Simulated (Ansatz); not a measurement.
System: C$_{2}$H$_{2}$BrF, charge 0, singlet. C2H2BrF (1-bromo-1-fluoroethene, SMILES C=C(F)Br).
B3LYP-D3(BJ)/def2-TZVP minimum from Ansatz (a program for electronic structure):
```
C
C 1 1.3180
F 1 1.3335 2 122.71
H 2 1.0772 1 120.80 3 180.00
H 2 1.0811 4 119.71 1 -180.00
Br 1 1.8906 2 125.44 4 0.00
```

Atomisation energy term by term, kcal/mol (programs: Ansatz). UHF or UKS for unpaired electrons; spin-orbit terms are left out. Cores are frozen in correlated methods (noble-gas shells, and filled d and f shells in the p block). No relativity. CBS(X,Y): correlation extrapolated as X^-3, Hartree-Fock from the larger set (Q,5: extrapolated as (X+1)exp(-9√X)). A bracket is a step between two methods taken in the basis named. For partners of very few electrons the exact lower level stands in for a higher one. Spin-orbit terms, left out, reach several kcal/mol for Br and I, and more for heavier atoms.

```
term                               basis  kcal/mol
------------------  --------------------  --------
Hartree-Fock        CBS(cc-pVQZ,cc-pV5Z)    373.65
CCSD correlation    CBS(cc-pVQZ,cc-pV5Z)    149.23
(T)                 CBS(cc-pVQZ,cc-pV5Z)     13.68
CCSDT(Q) - CCSD(T)               cc-pVDZ      0.68
sum: De                                      537.2
```
